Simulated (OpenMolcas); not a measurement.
## Exact exchange and the HOMO–LUMO gap of GaHCl2O

GaHCl2O: 5 atoms, total charge 0, spin state singlet. SMILES: `[OH][Ga]([Cl])[Cl]`. The shape is that of a PBE0-D4/def2-TZVP optimisation.

The HOMO–LUMO gap y, in eV, basis def2-SVP; a is the functional's share of exact exchange. Programs: OpenMolcas 26.06.

| functional | program | a | y (eV) |
| --- | --- | --- | --- |
| r2SCAN | OpenMolcas | 0 | 6.04 |
| TPSS | OpenMolcas | 0 | 5.59 |
| B3LYP | OpenMolcas | 0.2 | ? |
| PBE0 | OpenMolcas | 0.25 | 7.86 |
| BHLYP | OpenMolcas | 0.5 | 10.06 |

Question: Fit y = c + s·a to the known rows and predict B3LYP.

Answer: 
1. Means of the 4 rows: a = 0.1875, y = 7.388.
2. Σ(Δa)² = 0.17188, Σ(Δa·Δy) = 1.4544, so the slope is 1.4544/0.17188 = 8.4617.
3. Intercept: 7.388 − (8.4617) × 0.1875 = 5.801. The largest residual of the fit is 0.24.
4. B3LYP: 5.801 + (8.4617) × 0.2 = 7.49 eV.

The run gave 7.21 eV, so the prediction is off by +0.28 eV, about the largest residual. Exact exchange lowers occupied levels and raises empty ones. The rows mix families of semi-local functionals, which the line can't see.
